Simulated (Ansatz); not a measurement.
C2H4OSTeZn. Total charge 0; spin multiplicity 1. Te: def2 effective core potential. The bonds changed during the relaxation, so this is another structure than the one it started from.

Cartesian coordinates in Å:
```
S 1.3590 0.1199 -1.3994
C 0.0151 -0.5305 -0.7284
Te -0.9443 -2.0844 -1.7106
C -0.5547 -0.0416 0.5821
O 0.0968 0.9690 1.1875
Zn 1.6236 1.7427 0.4712
H -2.1220 -2.2220 -0.5446
H -0.6150 -0.9464 1.2197
H -1.6096 0.2126 0.3552
H 2.7512 2.7807 0.5674
```

(1) List the harmonic frequencies (cm⁻¹, unscaled) at PBE0-D4/def2-TZVP in Ansatz. (Estimate.)

(2) Is this a minimum?

(3) Give the ideal-gas thermochemistry at 298.15 K and 1 bar (rigid rotor, harmonic oscillator; point group Cs, symmetry number 1).

(4) Rotational constants (cm⁻¹)?

## Answers

(1) Ansatz gave: 63, 134, 144, 169, 247, 251, 352, 384, 429, 441, 526, 655, 694, 902, 904, 1136, 1247, 1251, 1336, 1423, 1912, 2133, 2914, 2922.

(2) Yes, all 24 modes are real.

(3) Zero-point energy 135.0 kJ/mol; H(298) − E = 159.6 kJ/mol; entropy 397.0 J/(mol·K), of which translation 178.6, rotation 128.5, vibration 89.9; G(298) − E = 41.2 kJ/mol. Modes under 100 cm⁻¹ are hindered rotations or soft bends, so the harmonic entropy is rough.

(4) 0.1323, 0.01331, 0.01212.
